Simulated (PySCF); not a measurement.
Geometry:
| atom | x (Å) | y (Å) | z (Å) |
| --- | --- | --- | --- |
| C1 | 3.498 | 0.165 | 0.180 |
| C2 | 2.920 | -0.685 | -0.646 |
| O3 | 1.597 | -0.961 | -0.703 |
| Si4 | 0.314 | -0.419 | 0.125 |
| F5 | 0.590 | -0.633 | 1.716 |
| C6 | -0.216 | 1.388 | -0.086 |
| C7 | -1.713 | 1.495 | 0.239 |
| O8 | -2.514 | 0.576 | -0.463 |
| C9 | -2.440 | -0.750 | 0.004 |
| C10 | -1.155 | -1.476 | -0.404 |
| H11 | 4.560 | 0.317 | 0.158 |
| H12 | 2.924 | 0.717 | 0.902 |
| H13 | 3.471 | -1.261 | -1.377 |
| H14 | -0.060 | 1.720 | -1.113 |
| H15 | 0.326 | 2.075 | 0.563 |
| H16 | -1.859 | 1.361 | 1.321 |
| H17 | -2.094 | 2.480 | -0.046 |
| H18 | -3.314 | -1.251 | -0.424 |
| H19 | -2.533 | -0.762 | 1.100 |
| H20 | -1.150 | -2.464 | 0.054 |
| H21 | -1.161 | -1.618 | -1.484 |

[PySCF: shielding tensors at PBE0/pcSseg-1 (GIAO); geometry: GFN2-xTB; isolated molecule; one computed conformer; rapidly exchanging positions averaged; non-relativistic]

Referencing at the same level of theory: TMS for ¹³C (186.93 ppm), ¹H (31.72 ppm), ²⁹Si (349.16 ppm); ¹⁷O (336.08 ppm) vs H2O; ¹⁹F (170.95 ppm) vs CFCl3.

```
  atoms  nucleus  count  δ (ppm)
     F5      ¹⁹F      1        ?
     O3      ¹⁷O      1    142.3
 C6/C10      ¹³C      2        ?
    H12       ¹H      1     4.62
    Si4     ²⁹Si      1    -11.5
H16/H19       ¹H      2     3.50
     C2      ¹³C      1    154.1
H15/H20       ¹H      2     0.79
    H13       ¹H      1        ?
     O8      ¹⁷O      1     55.3
H17/H18       ¹H      2     4.53
    H11       ¹H      1     4.55
     C1      ¹³C      1        ?
H14/H21       ¹H      2        ?
  C7/C9      ¹³C      2     71.9
```

Task: Estimate the values marked ?.

Result: 
- C1: 99.2 ppm, β carbon of an enol-ether or enamine type C=C; the O or N lone pair pushes π density onto this β carbon and shields it
- C6/C10: 19.9 ppm, sp3 CH2 bonded to Si
- H13: 6.53 ppm, hydrogen on an alkene carbon bearing oxygen; olefinic region
- H14/H21: 1.18 ppm, hydrogen on an sp3 CH2 bonded to Si
- F5: -166.3 ppm, fluorine bonded to Si

Shifts are as computed. Against solution values, carbons near 30 ppm lie about +3 ppm off and those near 130 ppm about +5 ppm. Of 1211 compounds with measured shifts, 218 miss one by over three times the rms of a fit or turn the order of signals round; such compounds aren't used in these exercises. Unscaled 19F shifts against computed CFCl3 carry errors that often reach 10 to 50 ppm. Experimental scales use liquid or dissolved standards, which lie at an offset from isolated H2O (liquid H2O: subtract about 36 ppm).
